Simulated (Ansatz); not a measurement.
Basis-set extrapolation for C2H2N2Si, SMILES `N#C[SiH2]C#N` (PBE0-D4/def2-TZVP geometry, frozen core, Ansatz 0.2.0). Multiplicity 1, RHF reference.

```json
{"": "HF", "def2-TZVPP": "-474.813827", "def2-QZVPP": "-474.829899"}
{"": "MP2 correlation", "def2-TZVPP": "-0.781644", "def2-QZVPP": "-0.834429"}
{"": "CCSD(T) correlation", "def2-TZVPP": "-0.838791", "def2-QZVPP": "not run"}
```

Energies in hartree. Use E(X) = E(∞) + A·exp(−7.88·√X) for Hartree–Fock and E(X) = E(∞) + B·X^(−2.97) for correlation, with X = 3 and 4, and add CCSD(T) minus MP2 of the smaller set to the MP2 limit.

**Question.** What is the CCSD(T) energy at the basis-set limit?

**Answer.** HF limit: -474.829899 + (-0.016072) × 0.13774 = -474.83211. MP2 limit: -0.834429 + (-0.052785) × 0.74074 = -0.87353. Higher-order term: -0.838791 − (-0.781644) = -0.05715. Total: -475.76279 hartree, 289.3 kJ/mol below CCSD(T)/def2-TZVPP.
